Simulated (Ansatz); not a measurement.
FGaH₄SSi (`F[SiH](S)[GaH2]`). Charge 0, multiplicity 1.

Cartesian coordinates in Å:
```
F -1.2332 -0.2046 1.8479
Si -0.9227 -0.2751 0.2723
S -1.3867 1.5670 -0.7048
Ga 1.4129 -0.6609 -0.1661
H -1.9117 -1.2116 -0.3186
H -0.3130 2.2296 -0.2400
H 2.4503 0.3553 0.4355
H 1.9042 -1.7997 -1.1262
```

(1) What are the harmonic wavenumbers in cm⁻¹ at PBE0-D4/def2-TZVP (Ansatz, finite differences of forces, unscaled)? (Best estimate.)

(2) Is this a minimum?

(3) Give the ideal-gas thermochemistry at 298.15 K and 1 bar (rigid rotor, harmonic oscillator; point group C1, symmetry number 1).

## Answers

(1) Computed: 62, 101, 156, 218, 286, 336, 417, 512, 559, 649, 741, 809, 850, 877, 1957, 1972, 2229, 2700.

(2) Yes, all 18 modes are real.

(3) Zero-point energy 92.3 kJ/mol; H(298) − E = 114.4 kJ/mol; entropy 367.2 J/(mol·K), of which translation 171.6, rotation 118.8, vibration 76.8; G(298) − E = 4.9 kJ/mol. Modes under 100 cm⁻¹ are hindered rotations or soft bends, so the harmonic entropy is rough.
